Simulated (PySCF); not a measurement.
Run record: geometry optimisation, `C1[PH+](C=1)[BH3-]`.

Method: PBE0-D3(BJ)/def2-SVP geometry optimisation, gas phase (PySCF 2.14.0). Start geometry: GFN2-xTB. A driver script takes a list of jobs; this job's settings line and coordinates (Å) are shown.

Input:
```
{"job": {"xc": "PBE0", "basis": "def2-SVP", "d3": "d3bj", "grid": 1, "kind": "geom"}, "charge": 0, "multiplicity": 1}
B     -1.701137    -0.078573     0.367650
P      0.113559    -0.574480    -0.135947
C      1.332532     0.554195    -0.873518
C      1.635502     0.277726     0.378287
H     -2.367119    -0.326611    -0.584316
H     -1.965453    -0.747609     1.312148
H     -1.585972     1.082538     0.601085
H      0.600335    -1.836805    -0.539144
H      1.625261     1.146109    -1.713845
H      2.321374     0.508165     1.165073
```

Task: Give the output.

Result: 
```
step   0  E = -445.47915500  max force = 0.023800
step   1  E = -445.48310423  max force = 0.008706
step   2  E = -445.48366388  max force = 0.002904
step   3  E = -445.48371107  max force = 0.001112
step   4  E = -445.48372631  max force = 0.000438
step   5  E = -445.48372970  max force = 0.000323
optimisation converged
```

Energies in Eh; «max force» is the largest Cartesian gradient component in Eh/bohr.

Task: How much energy does the optimisation release, in kcal/mol?

Result: E(step 0) − E(last step) = 0.004575 Eh, which is 2.9 kcal/mol.

Summary of the converged run: final energy -445.48373 Eh after 5 steps; dipole 4.96 D.

Hardware: one thread, Arm Neoverse V1 (aarch64), no GPU, on a shared host. Cost: 11 s of wall time, 0.42 GiB resident at most.
Labels such as C1 count atoms from 1, the log's own numbers from 0.
